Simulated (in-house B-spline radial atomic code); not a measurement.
The numbers below are computed, except where a source is named.
## Making a Troullier-Martins p channel for Sb, r_c = 0.67 bohr

Sb, [Kr] 4d10 5s2 5p3, non-relativistic LDA (VWN5), spherical and spin-unpolarised, from an all-electron radial atomic-structure program (B-spline basis) (atomic units). The all-electron 4p level is ε = -3.646575 hartree, its outermost node lies just inside 0.41 bohr and its outer maximum at 0.77 bohr.

Inside r_c the pseudo-orbital is u(r) = r^2 exp(p(r)), with p = c0 + c2 r² + c4 r⁴ + … + c12 r¹². The seven coefficients follow from p and its first four derivatives at r_c, from zero curvature of the screened potential at the origin, c4 = −c2²/(2l + 5), and from the norm inside r_c. At r_c the all-electron orbital has P = 1.164001, P' = 1.570882, the screened potential V = -13.84637, V' = 44.31197, V'' = -180.9369, and the norm inside is Q = 0.2413664.

Problem. What are p, p' and p'' at r_c?

Solution. p = ln(P/r_c^2) = ln(1.164001/0.4489) = 0.95282. p' = P'/P − 2/r_c = 1.34955 − 2.98507 = -1.63552. The radial equation gives p'' = 2(V − ε) − 2(2) p'/r_c − p'² = -20.39959 − (-9.76430) − 2.67493 = -13.31022. Differentiating, p''' = 2V' + 2(2)p'/r_c² − 2(2)p''/r_c − 2p'p'' = 109.98, and p'''' = 2V'' − 4(2)p'/r_c³ + 4(2)p''/r_c² − 2(2)p'''/r_c − 2p''² − 2p'p''' = -1206.7.

For a trial c2 the five matching conditions are linear in c0, c6, c8, c10 and c12, and c2 is varied until the norm inside r_c equals Q. The root nearest zero gives:

```json
{"n": "0", "c_n": "2.4217"}
{"n": "2", "c_n": "-9.720035"}
{"n": "4", "c_n": "-13.49701"}
{"n": "6", "c_n": "300.4714"}
{"n": "8", "c_n": "-1021.802"}
{"n": "10", "c_n": "1419.44"}
{"n": "12", "c_n": "-726.8903"}
```

Problem. Check c4 and p(r_c), and find the screened pseudopotential at the origin.

Solution. −c2²/7 = -13.497, as listed. The terms c_n r_c^n are 2.42170, -4.36332, -2.71980, 27.18016, -41.49208, 25.87410, -5.94794, which sum to 0.95282. Inverting the radial equation, V_l(r) = ε + 2 p'/r + (p'' + p'²)/2, so V_l(0) = ε + (2l + 3) c2 = -3.646575 + 5 × (-9.72003) = -52.2467 hartree, finite where the all-electron potential diverges.

Orbitals and screened potentials:

| r (bohr) | P | u | V all-electron | V pseudo |
| --- | --- | --- | --- | --- |
| 0.067 | 0.455 | 0.0484 | -566.4 | -52.07 |
| 0.168 | -0.3641 | 0.2405 | -160.8 | -46.59 |
| 0.268 | -0.6726 | 0.4095 | -76.61 | -28.3 |
| 0.369 | -0.2112 | 0.5082 | -44.11 | -6.225 |
| 0.469 | 0.4193 | 0.651 | -28.37 | 3.136 |
| 0.57 | 0.9049 | 0.9211 | -19.37 | -7.929 |
| 0.67 | 1.164 | 1.164 | -13.85 | -13.85 |

Logarithmic derivatives P'/P at R = 0.97 bohr, for energies E around ε:

```json
{"E − ε (hartree)": "-0.5", "all-electron": "-0.686351", "pseudo": "-0.688362"}
{"E − ε (hartree)": "-0.25", "all-electron": "-0.942379", "pseudo": "-0.942943"}
{"E − ε (hartree)": "-0.1", "all-electron": "-1.10527", "pseudo": "-1.10537"}
{"E − ε (hartree)": "0", "all-electron": "-1.21809", "pseudo": "-1.21809"}
{"E − ε (hartree)": "0.1", "all-electron": "-1.33451", "pseudo": "-1.33462"}
{"E − ε (hartree)": "0.25", "all-electron": "-1.51635", "pseudo": "-1.51707"}
{"E − ε (hartree)": "0.5", "all-electron": "-1.84058", "pseudo": "-1.84388"}
```

Problem. With P(R) = 1.080415 and a norm of 0.6687769 inside R, what slope in energy does norm conservation fix?

Solution. d(P'/P)/dE = −2 × (norm inside R)/P(R)² = -1.1459 per hartree·bohr at E = ε, for both atoms, since orbital and norm agree at R. Differences over ±0.1 hartree give -1.1462 (all-electron) and -1.1462 (pseudo), which also hold third-order terms. Half a hartree below ε the two curves differ by -0.0020.
